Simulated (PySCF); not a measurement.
Ge(OH)3(NH2) (GeH₅NO₃), SMILES [NH2][Ge]([OH])([OH])[OH]. Atoms are numbered in the order given.

```xyz
10

N      1.5226    -0.6590    -0.7314
Ge     0.0094     0.0010    -0.0081
O      0.1136     1.5860     0.7646
O     -1.1097     0.0870    -1.3671
O     -0.5683    -1.0196     1.3156
H      1.6514    -0.4289    -1.7129
H      2.3810    -0.4933    -0.2147
H     -0.1383     1.5346     1.6949
H     -1.8349     0.7002    -1.2014
H     -0.5021    -1.9590     1.1079
```
Charge 0, spin multiplicity 1.

Geometry optimised at ωB97X-D3(BJ)/def2-SVP. This is a generated structure with no PubChem entry under its InChIKey; it may be hypothetical. One conformer was computed; it need not be the lowest.

Two levels are set side by side: PBE/pcSseg-1 (PySCF) and PBE0/pcSseg-1 (PySCF). GIAO shifts against GeH4 (⁷³Ge), H2O (¹⁷O), NH3 (¹⁵N), TMS (¹H) at the same level; non-relativistic, no solvent, atoms listed together averaged. Differences are taken from unrounded values.

```json
[
 {"quantity": "δ(¹⁵N) of N1 (ppm)", "PBE": "26.2"},
 {"quantity": "δ(⁷³Ge) of Ge2 (ppm)", "PBE": "384.2"}
]
```

### Question
These are the PBE values. What does PBE0 give? (The exact figures need the calculation; the answer reports its results.)

### Answer

```csv
quantity,PBE0,PBE minus PBE0
δ(¹⁵N) of N1 (ppm),20.0,6.2
δ(⁷³Ge) of Ge2 (ppm),356.3,27.9
```

Rough cost on one machine, each run with all the roots and properties that it gave: PBE0 against PBE within a factor of 2.
